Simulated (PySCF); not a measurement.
**Correlation energy of N (nitrogen, neutral)**

[He] 2s2 2p3, high-spin 4S determinant. Calculation: PySCF 2.14, in def2-TZVPPD; no relativity, point nucleus. Frozen: 1s2; 5 electrons correlated.

MP2 pair energies summed by pair of shells (mhartree):

```
 pair  energy  share (%)
2s-2p  -61.57       64.6
2p-2p  -23.13       24.3
2s-2s  -10.56       11.1
```

Total MP2 correlation energy: -95.26 mhartree.

Same-spin part -29.01 and opposite-spin part -66.25 mhartree; SCS-MP2 scales them by 1/3 and 6/5 to -89.17 mhartree.
